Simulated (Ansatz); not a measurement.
Reaction (SMILES): O=S(F)F → 2 F atom + O atom + S atom
B3LYP-D3(BJ)/def2-TZVP geometries, fixed; electronic energies without zero-point terms.
Largest species:
```
S
O 1 1.4239
F 1 1.6063 2 106.51
F 1 1.6063 2 106.51 3 98.37
```

Basis-set convergence of the atomisation energy at PBE with Ansatz (a first-principles code). Cartesian d functions, on some or all atoms, in 6-31G**, 6-311+G**; all else is spherical. Open shells are unrestricted. No added dispersion term, no relativity. Functions are those of the species that has most. Reference: the value in pcseg-4, 336.20 kcal/mol, itself unsure by roughly 0.41 kcal/mol (its mean distance from aug-pcseg-3, aug-cc-pV(Q+d)Z, cc-pV(5+d)Z). Deviations are taken from unrounded values.

```tsv
basis	functions	atomisation energy (kcal/mol)	minus reference (kcal/mol)
6-31G**	64	315.77	-20.43
def2-SVPD	96	310.07	-26.13
6-311+G**	97	296.81	-39.39
aug-cc-pV(D+d)Z	101	319.39	-16.81
6-311++G(2d,2p)	116	317.15	-19.05
def2-TZVPP	135	332.96	-3.25
def2-TZVPPD	171	333.03	-3.17
def2-QZVPP	241	334.91	-1.29
pcseg-3	244	335.87	-0.33
```

The smallest set listed that lies within 2 kcal/mol of the reference with all its larger relatives (same family, alike in diffuse functions; a set with none counts only in the reference's own line) is pcseg-3 (244 functions, -0.33 kcal/mol off). Inside, with no larger relative to test it: def2-QZVPP. (Relatives not listed, tested too: pcseg-4 0.00 kcal/mol.)
